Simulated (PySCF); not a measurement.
C₂H₆N, SMILES C[CH]N, multiplicity 2.

The structure is a stationary point at r2SCAN-D4/def2-TZVP. The isomer is the one that the SMILES or the coordinates give; other isomers of the formula were not compared. One conformer was computed; it need not be the lowest.

Method: SMD-PBE0/6-31G* in PySCF.

Solvation free energies are E(SMD) − E(gas) at the gas-phase geometry, for 1 M in both phases. In vacuum the dipole moment is 1.07 D.

Computed solvation free energies in water, toluene, acetone:
```csv
solvent,ΔG(solv) (kcal/mol),its non-electrostatic (CDS) part,dipole (D)
water,-2.2,2.9,1.33
toluene,-2.5,-0.2,1.18
acetone,-4.5,0.3,1.31
```
